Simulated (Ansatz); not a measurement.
Basis sets compared for Ag₁₃Cl₄⁻ (started as a model of: Ag13(Cl)4). Total charge -1; singlet. Geometry r2SCAN-D4/def2-SVP. Ansatz on 2 threads of AMD EPYC 7R13 on a shared host and a share (18 GiB) of an NVIDIA H100 80GB HBM3; times are rough, and most runs start from earlier orbitals.

```xyz
17

Ag    0.003    0.002   -0.002
Ag    0.753    1.936    1.833
Ag   -0.235    2.603   -0.926
Ag    0.239   -2.600    0.926
Ag   -0.748   -1.936   -1.838
Ag    1.996   -1.463   -1.105
Ag    2.308    1.311   -0.551
Ag   -2.305   -1.306    0.546
Ag   -1.990    1.463    1.102
Ag   -2.025    0.574   -1.716
Ag    0.922    0.445   -2.738
Ag   -0.920   -0.444    2.734
Ag    2.032   -0.572    1.710
Cl    1.232    3.266    3.724
Cl   -0.345    4.631   -2.130
Cl    0.313   -4.622    2.144
Cl   -1.231   -3.288   -3.713
```

In the def2 sets Ag takes a core potential; there is no spin–orbit coupling. Single mean-field runs in def2-SVP, def2-TZVP are fitted with def2-universal-jkfit. The restricted singlet is unstable towards broken spin symmetry in Hartree–Fock (as tested in another run); at PBE-D4/def2-SVP, PBE-D4/def2-TZVP, PBE0-D4/def2-SVP, PBE0-D4/def2-TZVP this wasn't settled.

```csv
level,functions,energy (Eh),HOMO (eV),LUMO (eV),wall time
PBE-D4/def2-SVP,475,-3750.9371,-2.12,-1.87,9.5 s
PBE0-D4/def2-SVP,475,-3750.8121,-2.53,-1.36,12 s
```

Question: Estimate the rows for PBE-D4/def2-TZVP, PBE0-D4/def2-TZVP (with forces).

Answer: 
```
                          level  functions  energy (Eh)  HOMO (eV)  LUMO (eV)  wall time
               PBE-D4/def2-TZVP        668   -3752.0652      -2.22      -1.96       29 s
PBE0-D4/def2-TZVP (with forces)        668   -3751.9084      -2.61      -1.43       27 s
```
